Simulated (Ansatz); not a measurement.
`O[SiH](F)[SiH3]` + `[SiH3]`• → `O[SiH](F)[SiH2]`• + SiH₄  (hydrogen abstraction from the Si–H bond)

Gas-phase electronic energies from Ansatz, PBE0-D4/def2-TZVP geometries. CCSD(T)/CBS is the MP2 limit (def2-TZVPP, def2-QZVPP) plus CCSD(T) − MP2 in def2-TZVPP, frozen cores. This one scheme is used for every species. DFT in def2-TZVPP. Open shells (•) are unrestricted, without spin–orbit coupling. Each species was taken in one conformer, which may not be the lowest.

```
             level  ΔE (kJ/mol)
         revPBE-D4        -16.1
          BHLYP-D4        -13.8
RPA@PBE/def2-TZVPP        -13.0
    MP2/def2-QZVPP        -13.1
```

Task: What does CCSD(T)/CBS give? (Best estimate.)

Result: Ansatz gave: -14.2 kJ/mol. The listed levels differ from it by -1.9, 0.4, 1.2, 1.1 kJ/mol.

Largest T1 diagnostic among the species: 0.015.

Leaving LDA and LC-ωPBE aside and taking each functional with its dispersion term where it has one, the values, not all of them listed here, spread over 4.8 kJ/mol, from B97M-V to ωB97X-V. In def2-TZVPP, CCSD(T) changes the Hartree–Fock value by −4.2 kJ/mol (the triples alone add −0.7 kJ/mol) and MP2 by −3.2 kJ/mol.
